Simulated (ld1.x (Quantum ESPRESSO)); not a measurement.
**What one change does to a pseudopotential (Sn, TM)**

ld1.x (Quantum ESPRESSO) 7.5 input, shortened:

```
&input
   title='Sn', zed=50., rel=1, dft='PBE', iswitch=3,
   config='[Kr] 4d10 5s2 5p1 5d-2'
 /
 &inputp
   pseudotype=2, tm=.true., lloc=0,
   nlcc=.false.
 /
3
5P  2  1   1.00   0.00  2.10  2.10  0.0
5D  3  2  -2.00   0.20  1.85  1.85  0.0
5S  1  0   2.00   0.00  2.00  2.00  0.0
 &test
   configts(1)='5s2 5p1'
 /
```

Change: core correction a·sin(br)/r model core inside 2.24 bohr.

Cutoffs: the cutoffs (Ry, on a coarse ladder) from which the occupation-weighted sum of valence levels, in a spherical-Bessel basis at the reference potential, stays within 10 and 1 mRy of its value at 400 Ry; they do not see the model core or the augmentation charge, which bear on the density cutoff. Errors are all-electron minus pseudo energies relative to the spin-unpolarised reference configuration.

Problem. How do hardness, ghosts and transferability respond?

Solution. The potential gets neither clearly harder nor softer (21 Ry and 30 Ry → 21 Ry and 30 Ry); both files keep a bound ghost (d); of the 7 tests that both files solve, the error grows in 2 and shrinks in 5 by more than 15 % and 0.3 meV (median size 22.2 → 6.0 meV). A model core, the more so a compact one, raises the density cutoff, which this test does not measure.

| quantity | base | changed |
| --- | --- | --- |
| cutoff, loose | 21 Ry | 21 Ry |
| cutoff, tight | 30 Ry | 30 Ry |
| bound ghosts | d | d |
| error for 5s2 5p2, meV [ΔE -6.87 eV] | +8.9 | -6.0 |
| error for 5s2 5p0, meV [ΔE 13.95 eV] | +22 | -29 |
| error for 5s1 5p0, meV [ΔE 44.92 eV] | +177 | -209 |
| error for 5s2 5p1.5, meV [ΔE -4.26 eV] | +3.2 | -1.9 |
| error for 5s1 5p3, meV [ΔE 0.10 eV] | +37 | +0.9 |
| error for 5s1 5p2, meV [ΔE 7.65 eV] | +21 | -7.8 |
| error for 5s0 5p4, meV [ΔE 7.31 eV] | +100 | -5.9 |
| s: phases at 2.30 bohr within 0.05 rad from the reference energy up to (Ry; the scan ends near 5) | 3.0 | 3.0 |
| p: phases at 2.30 bohr within 0.05 rad from the reference energy up to (Ry; the scan ends near 5) | 4.4 | 4.4 |
| d: phases at 2.30 bohr within 0.05 rad from the reference energy up to (Ry; the scan ends near 5) | 1.3 | 1.3 |

 A true bound ghost makes a file unfit for plane-wave use even where its test errors are small: the radial tests pick states by their node count and pass the ghost by.
